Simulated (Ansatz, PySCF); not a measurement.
C3H8O2Si, SMILES [SiH]1(CO)COC1. Atoms are numbered in the order given.

```xyz
14

O      2.6408    -0.0541     0.5264
C      1.7236     0.0831    -0.5663
Si    -0.0030     0.4789     0.1240
C     -1.0697    -0.9364     0.8201
O     -2.1361    -0.6098    -0.1067
C     -1.5721     0.4115    -0.9635
H      2.7342     0.8175     0.9406
H      2.0704     0.8255    -1.3141
H      1.7082    -0.8899    -1.0836
H      0.1527     1.6792     0.9996
H     -0.6907    -1.9624     0.6513
H     -1.4260    -0.8732     1.8628
H     -2.2294     1.2979    -1.0027
H     -1.4427     0.0401    -1.9984
```

The structure is a stationary point at TPSSh-D3(BJ)/def2-SVP. This is a generated structure with no PubChem entry under its InChIKey; it may be hypothetical. Other conformers were not sampled.

Two levels are set side by side: PBE-D3(BJ)/def2-SVP (Ansatz, an electronic-structure program) and TPSSh-D3(BJ)/def2-SVP (PySCF). Each level has its own optimised geometry; the coordinates shown are those of the second. Differences are taken from unrounded values.

```json
[
 {"quantity": "mean bond length (Å)", "TPSSh-D3(BJ)": "1.367"},
 {"quantity": "bond O1–C2 (Å)", "TPSSh-D3(BJ)": "1.433"},
 {"quantity": "bond C2–Si3 (Å)", "TPSSh-D3(BJ)": "1.901"},
 {"quantity": "bond Si3–C4 (Å)", "TPSSh-D3(BJ)": "1.904"},
 {"quantity": "bond Si3–C6 (Å)", "TPSSh-D3(BJ)": "1.910"},
 {"quantity": "bond C4–O5 (Å)", "TPSSh-D3(BJ)": "1.450"},
 {"quantity": "bond O5–C6 (Å)", "TPSSh-D3(BJ)": "1.447"},
 {"quantity": "bond O1–H7 (Å)", "TPSSh-D3(BJ)": "0.970"},
 {"quantity": "bond C2–H8 (Å)", "TPSSh-D3(BJ)": "1.109"},
 {"quantity": "bond C2–H9 (Å)", "TPSSh-D3(BJ)": "1.102"},
 {"quantity": "bond Si3–H10 (Å)", "TPSSh-D3(BJ)": "1.494"},
 {"quantity": "bond C4–H11 (Å)", "TPSSh-D3(BJ)": "1.107"},
 {"quantity": "bond C4–H12 (Å)", "TPSSh-D3(BJ)": "1.104"},
 {"quantity": "bond C6–H13 (Å)", "TPSSh-D3(BJ)": "1.104"},
 {"quantity": "bond C6–H14 (Å)", "TPSSh-D3(BJ)": "1.107"}
]
```

**Question.** What does PBE-D3(BJ) give, and how far is it from TPSSh-D3(BJ)? (An estimate is asked for; the answer gives what the named calculation found.)

**Answer.** 
| quantity | PBE-D3(BJ) | PBE-D3(BJ) minus TPSSh-D3(BJ) |
|---|---|---|
| mean bond length (Å) | 1.375 | 0.007 |
| bond O1–C2 (Å) | 1.431 | -0.002 |
| bond C2–Si3 (Å) | 1.907 | 0.006 |
| bond Si3–C4 (Å) | 1.911 | 0.007 |
| bond Si3–C6 (Å) | 1.919 | 0.008 |
| bond C4–O5 (Å) | 1.452 | 0.002 |
| bond O5–C6 (Å) | 1.449 | 0.002 |
| bond O1–H7 (Å) | 0.975 | 0.006 |
| bond C2–H8 (Å) | 1.119 | 0.009 |
| bond C2–H9 (Å) | 1.111 | 0.009 |
| bond Si3–H10 (Å) | 1.513 | 0.019 |
| bond C4–H11 (Å) | 1.111 | 0.004 |
| bond C4–H12 (Å) | 1.117 | 0.013 |
| bond C6–H13 (Å) | 1.118 | 0.013 |
| bond C6–H14 (Å) | 1.111 | 0.004 |

GGA bonds tend to be longer and softer than those of functionals with exact exchange. Differences between two approximate levels are no errors against the true value.
